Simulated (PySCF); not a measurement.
Coordinates in bohr (charge 0 multiplicity 3):
```
Rh    0.0000    0.0000   -0.4020
Cl    0.0000    0.0000    3.7538
Cl    4.0674    0.0000   -1.2847
Cl   -4.0674    0.0000   -1.2847
```

These are results of PySCF, UPBE0, basis Rh def2-SVP with ECP28, Cl def2-SVP (scalar-relativistic core potentials, no spin–orbit coupling, density fitting), not measurements.

This geometry of RhCl₃ is a stationary point at this level.

Problem. What is the point group?

Solution. C2v.

Problem. Is it a minimum?

Solution. Yes: all harmonic wavenumbers are real.

Problem. List the harmonic modes with their infrared intensities.

Solution. 
| ω (cm⁻¹) | IR (km/mol) | type |
| --- | --- | --- |
| 93 | 2.3 | bend |
| 109 | 0.5 | bend |
| 114 | 0.7 | bend |
| 350 | 3.2 | stretch |
| 400 | 27.1 | stretch |
| 434 | 102 | stretch |

Problem. Give the ideal-gas entropy at 298.15 K and 1 bar by parts.

Solution. translation 175.4, rotation 114.1, vibration 54.7, spin 9.1; total 353.3 J/(mol K).

The spin densities have lower symmetry than the nuclear frame, so modes carry no symmetry labels. Other isomers or separated fragments may lie lower. Other spin states or occupations of the open shell can lie lower.
